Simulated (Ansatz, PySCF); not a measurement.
PySCF was given this input:
```python
from pyscf import gto, scf, mp

mol = gto.Mole()
mol.atom = '''
    C     0.621447   -1.038867   -0.007048
    C     1.152659    0.209442    0.028910
    N     0.054515    1.045911    0.021727
    C    -1.043364    0.249792   -0.017534
    N    -0.706747   -1.013138   -0.035113
    H     2.157250    0.571845    0.057641
    H     0.071952    2.054382    0.041921
    H    -2.048032    0.622167   -0.031827
'''
mol.basis = 'sto-3g'
mol.charge = 0
mol.spin = 1
mol.verbose = 3
mol.build()

mf = scf.UHF(mol)
mf.kernel()

pt = mp.MP2(mf, frozen=5)
pt.kernel()
print('E(MP2) = %.10f' % pt.e_tot)
```

Write the same job for Ansatz (a first-principles code).

Several could match; the one computed here: 
Ansatz 0.2 input:
```yaml
crystal:
  periodic: [false, false, false]
  atoms:
    - {symbol: C, position_ang: [0.62144743, -1.03886727, -0.00704831]}
    - {symbol: C, position_ang: [1.15265949, 0.20944187, 0.02891025]}
    - {symbol: N, position_ang: [0.05451505, 1.04591052, 0.02172701]}
    - {symbol: C, position_ang: [-1.04336427, 0.24979233, -0.01753433]}
    - {symbol: N, position_ang: [-0.70674734, -1.01313845, -0.03511281]}
    - {symbol: H, position_ang: [2.15724996, 0.57184534, 0.05764149]}
    - {symbol: H, position_ang: [0.07195203, 2.05438155, 0.04192068]}
    - {symbol: H, position_ang: [-2.04803183, 0.62216701, -0.03182727]}
basis:
  gaussian:
    orbitals: STO-3G
magnetization: {spin_polarized: true, initial_magnetization: 1}
correlation: {method: mp2, electrons: outside_noble_gas}
accuracy: high
```

Both were run: PySCF gave -221.560627 Eh and Ansatz -221.560619 Eh, 0.008 mEh apart.
